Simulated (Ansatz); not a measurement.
Basis-set extrapolation for C2H8OSi2, SMILES `O[SiH2]/C=C/[SiH3]` (PBE0-D4/def2-TZVP geometry, frozen core, Ansatz). Multiplicity 1, RHF reference.

```csv
,def2-TZVPP,def2-QZVPP
HF,-733.237424,-733.262984
MP2 correlation,-0.812091,-0.870996
CCSD(T) correlation,-0.901756,not run
```

Energies in hartree. Use E(X) = E(∞) + A·exp(−7.88·√X) for Hartree–Fock and E(X) = E(∞) + B·X^(−2.97) for correlation, with X = 3 and 4, and add CCSD(T) minus MP2 of the smaller set to the MP2 limit.

Task: What is the CCSD(T) energy at the basis-set limit?

Result: HF limit: -733.262984 + (-0.025560) × 0.13774 = -733.26650. MP2 limit: -0.870996 + (-0.058905) × 0.74074 = -0.91463. Higher-order term: -0.901756 − (-0.812091) = -0.08966. Total: -734.27079 hartree, 3.58 eV below CCSD(T)/def2-TZVPP.
